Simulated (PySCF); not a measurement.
Gas-phase reaction: CH₂FCF₃ + 2 CH₃ ⇌ 2 CH₃CHF₂

Energies from PySCF, thermal terms from the rigid-rotor harmonic-oscillator model, ideal gas at 1 bar. † marks an energy on the PBE0/def2-TZVP geometry and frequencies; other levels use their own. MP2 and CCSD(T) freeze the core. 6-31G* has spherical d functions here. Open shells (unrestricted): CH₃ (multiplicity 2); the rest are closed-shell singlets. B3LYP is the form with VWN-RPA correlation. MP2 isn't extrapolated to the basis-set limit; its ΔH°(298 K) is -387.6 kJ in def2-SVP and -398.4 kJ in def2-TZVPP. CCSD(T) isn't extrapolated to the basis-set limit; its ΔH°(298 K) is -375.1 kJ in def2-SVP and -381.4 kJ in def2-TZVPP. The harmonic model lacks anharmonicity and excited electronic states, which grow with temperature; levels with a mode under 35 cm⁻¹ are left out. Internal rotation in CH₂FCF₃, CH₃CHF₂ is treated as a harmonic vibration of one conformer, which makes the entropy rough.

ΔH° and ΔS° at 298 K: B3LYP/6-31G* -376 kJ, -146 J/K; CCSD(T)/def2-SVP† -375 kJ, -143 J/K; MP2/def2-SVP† -388 kJ, -143 J/K; MP2/def2-TZVPP† -398 kJ, -143 J/K.

With the heat capacities included, give log10 K (1 bar) at 600, 800, 1600, 2000, 2500 K from B3LYP/6-31G*, CCSD(T)/def2-SVP†, MP2/def2-SVP†, MP2/def2-TZVPP†.


| T (K) | B3LYP/6-31G* | CCSD(T)/def2-SVP† | MP2/def2-SVP† | MP2/def2-TZVPP† |
|---|---|---|---|---|
| 600 | 24.8 | 24.9 | 26.0 | 27.0 |
| 800 | 16.5 | 16.7 | 17.5 | 18.2 |
| 1600 | 4.0 | 4.2 | 4.7 | 5.0 |
| 2000 | 1.6 | 1.8 | 2.1 | 2.4 |
| 2500 | -0.3 | -0.1 | 0.2 | 0.4 |
